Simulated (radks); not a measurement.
Results of a calculation; reference values are marked as such.
Task: Isoelectronic series with 1 electrons, all held in the configuration 1s1, which need not be the ground one along the series. Level of theory: non-relativistic Kohn-Sham, LDA (Slater exchange, Perdew-Wang correlation), spin-polarised, spherical densities, point nucleus; open shells are filled with parallel spins first (a radial shooting solver on a logarithmic mesh with Libxc functionals). Total energies (hartree) and screening constants sigma, defined by e = -(Z - sigma)^2 / (2 n^2) hartree:

| ion | E (hartree) | 1s up |
|---|---|---|
| H | -0.47871 | 0.266 |
| He+ | -1.94176 | 0.262 |
| Li2+ | -4.40212 | 0.262 |
| Be3+ | -7.86124 | 0.262 |
| B4+ | -12.31965 | 0.263 |
| C5+ | -17.77758 | 0.263 |
| N6+ | -24.23517 | 0.264 |
| O7+ | -31.69252 | 0.264 |
| F8+ | -40.14967 | 0.264 |
| Ne9+ | -49.60666 | 0.264 |
| Mg11+ | -71.52027 | 0.265 |
| Al12+ | -83.97694 | 0.265 |
| Si13+ | -97.43352 | 0.265 |
| P14+ | -111.89004 | 0.265 |
| S15+ | -127.34649 | 0.265 |
| Cl16+ | -143.80290 | 0.265 |

Estimate the row of Ar17+.

Result: E (hartree) -161.25926; 1s up 0.265.
